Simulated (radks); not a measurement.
Species: Be1.75+. Configuration: 2s2 1s(up 0.25, down 0) (fractional occupations, a model configuration).

Calculated with a radial shooting solver on a logarithmic mesh with Libxc functionals: non-relativistic Kohn-Sham, PBE, spin-polarised, spherical densities, point nucleus.

Energy parts (eV):
total: -143.700
kinetic: 142.750
electron-nucleus: -304.980
Hartree: 42.353
exchange-correlation: -23.823

Orbitals (lengths in bohr, moments of r in powers of bohr):
orbital  occ.  eigenvalue (eV)   <1/r>
1s up    0.25        -190.5577   4.094
1s down     0        -179.7016   4.025
2s up       1         -30.3832  0.8924
2s down     1         -29.8873  0.8860

The highest occupied level is 2s down at -29.887 eV. The configuration is held as typed, so some empty levels lie below it. Virial ratio -V/T = 2.00665. Summed over all electrons, <r^2> = 6.451 bohr^2, which gives a Langevin (diamagnetic) susceptibility term of -5.11 x 10^-6 cm^3/mol. Spin moment in Bohr magnetons: 0.25. The spin density at the nucleus is 5.443 e/bohr^3 (2s 0.007, 1s 5.436), a Fermi contact field of 285 T.
